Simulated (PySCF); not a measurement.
**Fractional electron number in Mn+ (manganese, charge +1)**

The 4s alpha orbital of [Ar] 3d5 4s1 is emptied in steps (occupation f), with all orbitals relaxed, ending at [Ar] 3d5. Calculation: PySCF 2.14, in def2-SVP; no relativity, point nucleus. The exact energy is a straight line in f; departures are measured from the line between the end points of the same method.

```csv
f,BHandHLYP (eV),wB97X (eV),MN15 (eV)
1,0.000,0.000,0.000
0.75,-0.322,-0.050,-0.342
0.5,-0.428,-0.051,-0.443
0.25,-0.318,-0.027,-0.310
0,0.000,0.000,0.000
```

```tsv
method	E(f=0) − E(f=1) (eV)	−ε at f=1 (eV)	−ε at f=0.5 (eV)
BHandHLYP	15.208	13.481	15.219
wB97X	14.955	14.647	15.020
MN15	14.989	13.139	15.068
```

Orbital energy along the path (eV):

```
   f  BHandHLYP    wB97X     MN15
   1    -13.481  -14.647  -13.139
0.75    -14.354  -14.861  -14.103
 0.5    -15.219  -15.020  -15.068
0.25    -16.069  -15.061  -15.939
   0    -16.877  -15.075  -16.468
```

Reference removal energy between the ground levels: 15.640 eV (measured; NIST Atomic Spectra Database, ionization energies).
